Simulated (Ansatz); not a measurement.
`c1ccc(-c2ccc(-c3ccc(-c4ccc(-c5ccc(-c6ccc(-c7ccc(-c8ccccc8)cc7)cc6)cc5)cc4)cc3)cc2)cc1`. Total charge 0; singlet. Geometry PBE-D4/def2-SVP, basis def2-SVP, Ansatz.

```csv
run,HOMO (eV),LUMO (eV)
A,-5.06,-2.45
B,-5.23,-2.42
C,-4.80,-2.19
D,-5.61,-1.83
E,-5.86,-1.78
```

B3LYP takes the VWN-RPA correlation. Single mean-field runs in def2-SVP are fitted with def2-universal-jkfit.

Problem. The runs used B3LYP, BLYP, PBE, PBE0, r2SCAN. Estimate which is which.

Solution. A PBE (0 % exact exchange); B r2SCAN (0 % exact exchange); C BLYP (0 % exact exchange); D B3LYP (20 % exact exchange); E PBE0 (25 % exact exchange). Exact exchange lowers occupied and raises empty levels; among semilocal functionals meta-GGAs tend to open the gap a little, and such runs are hard to tell apart. The gap grows from 2.60 eV (BLYP) to 4.08 eV (PBE0).
